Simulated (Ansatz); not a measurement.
Ti₃F₂. Charge 0, multiplicity 1. Geometry relaxed at PBE0-D4/def2-SVP.

```
atom    x (Å)    y (Å)    z (Å)
 Ti1   1.0154   0.6961  -0.8518
 Ti2  -1.3647  -0.0647   0.5811
 Ti3  -0.7458   1.3138  -0.5536
  F4   2.4728  -0.3650  -0.7421
  F5  -1.3777  -1.5801   1.5665
```

The restricted singlet is unstable towards broken spin symmetry at other levels; at PBE0-D4/def2-SVP this wasn't settled. At PBE0-D4/def2-TZVP a triplet of charge 0 lies 0.93 eV below the restricted singlet, each at its own geometry. The structure comes from a short search, and lower isomers may exist.

Problem. Estimate the harmonic wavenumbers at RKS PBE0-D4/def2-SVP (Ansatz, unscaled). Is this a minimum?

Solution. 52, 60, 107, 131, 287, 470, 475, 687, 714 cm⁻¹. Yes, no mode is imaginary beyond noise. Zero-point energy 17.8 kJ/mol. Run time 85 s (4 threads of Arm Neoverse V1 on a shared host).
